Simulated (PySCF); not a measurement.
From one molecule to another.

First species: C5H8F3NSi.
Structure used (GFN2-xTB), in Å, numbered top down from 1:
```xyz
18
C5H8F3NSi angstrom
C      3.7256    0.5948    0.9924
C      3.0900    0.0462    0.1397
C      2.2524   -0.5552   -0.8840
N      0.8697   -0.1243   -0.7980
Si    -0.2742   -0.9077    0.1988
C     -1.8758    0.1410   -0.0898
F     -1.7846    1.3382    0.5773
F     -2.0142    0.5096   -1.4040
C     -3.1408   -0.5831    0.3353
F     -2.8341   -1.5638    1.2427
H      4.3092    1.0572    1.7316
H      2.6537   -0.2946   -1.8713
H      2.2759   -1.6422   -0.7726
H      0.7706    0.8634   -0.9898
H     -0.0768   -0.9130    1.6498
H     -0.5071   -2.2436   -0.3474
H     -3.5896   -1.0733   -0.5326
H     -3.8589    0.0920    0.8102
```

Second species: C3H7F3SSi2.
Geometry (GFN2-xTB, Å), atoms numbered from 1 in this order:
```xyz
16
C3H7F3SSi2 angstrom
F     -2.4803    1.6242    0.0960
C     -2.8094    0.3278   -0.0702
F     -2.3205   -0.0171   -1.2774
F     -4.1434    0.2907   -0.1791
C     -2.3066   -0.5427    1.0352
C     -1.0160   -0.7751    1.2117
Si     0.3561   -0.0719    0.1251
S      2.1038   -0.6189    1.2429
Si     3.7037    0.2538    0.1085
H     -3.0883   -0.9440    1.6647
H     -0.7245   -1.4087    2.0381
H      0.2888    1.3796    0.0088
H      0.3928   -0.7340   -1.1743
H      3.5243    1.6998    0.1154
H      3.6252   -0.2714   -1.2484
H      4.8867   -0.1834    0.8267
```

Levels: PBE0/pcSseg-1 for dipole moment, HOMO energy, LUMO energy and HOMO–LUMO gap; GFN2-xTB for rotational constant A and rotational constant C. Geometries: GFN2-xTB. All species are isolated and taken at one optimised geometry, non-relativistic unless stated; the electronic structure was computed with PySCF and density fitting.

Dipoles, sizes and rotational constants follow the conformer. The torsions of the flexible species, by atom-mapped SMILES:
- `[CH:1]#[C:2][CH2:3][NH:4][SiH2:5][C:6]([F:7])([F:8])[CH2:9][F:10]`: C2–C3–N4–Si5 -87°, C3–N4–Si5–C6 179°, N4–Si5–C6–F7 -75°, Si5–C6–C9–F10 22°
- `[F:1][C:2]([F:3])([F:4])/[CH:5]=[CH:6]\[SiH2:7][S:8][SiH3:9]`: F1–C2–C5–C6 -68°, C5–C6–Si7–S8 171°, C6–Si7–S8–Si9 -177°

Values for the first species:

- Dipole moment: 0.70 D
- HOMO energy: -7.27 eV
- LUMO energy: 0.34 eV
- HOMO–LUMO gap: 7.61 eV
- Rotational constant A: 2.103 GHz
- Rotational constant C: 0.514 GHz

Question: Estimate the same properties for the second species, and the change in each.

Answer: 
| property | first | second | second less first |
| --- | --- | --- | --- |
| dipole moment | 0.70 D | 1.03 D | +0.33 D |
| HOMO energy | -7.27 eV | -7.44 eV | -0.17 eV |
| LUMO energy | 0.34 eV | -1.59 eV | -1.93 eV |
| HOMO–LUMO gap | 7.61 eV | 5.85 eV | -1.76 eV |
| rotational constant A | 2.103 GHz | 2.882 GHz | +0.779 GHz |
| rotational constant C | 0.514 GHz | 0.352 GHz | -0.162 GHz |

On the first: The dipole matches unit charges of opposite sign 0.15 Å apart (1 e·Å = 4.8032 D).

On the second: The dipole matches unit charges of opposite sign 0.21 Å apart (1 e·Å = 4.8032 D). A dipole of 1.03 D is allowed in C1, and pure rotational transitions are dipole-allowed.
